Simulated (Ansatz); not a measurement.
Mulliken charges of AlFH2S2, SMILES `[F][Al]([SH])[SH]` from PBE/def2-TZVPP in Ansatz (PBE0-D4/def2-TZVP geometry).

```
atom   x (Å)   y (Å)   z (Å)  charge (e)
  F1  -0.768  -1.382  -0.633      -0.303
 Al2  -0.015  -0.050  -0.025       0.531
  S3   2.129  -0.087   0.275      -0.243
  S4  -1.188   1.705   0.457      -0.243
  H5   2.208  -1.346  -0.191       0.129
  H6  -2.324   1.095   0.071       0.129
```

Task: By hand: the dipole of these point charges (1 e Å = 4.8032 D).

Result: Σ q r = (-0.019, -0.033, -0.015) e Å, of length 0.041 e Å = 0.20 D.

Task: How does the dipole of the full density compare? (An estimate is asked.)

Result: The calculation gave: (-0.033, -0.058, -0.027) e Å, 0.35 D; the point charges give 0.57 times that, at 1° from its direction.

Point charges leave out the atoms' own dipoles, such as those of lone pairs, and Mulliken's split depends on the basis, so the two needn't agree.
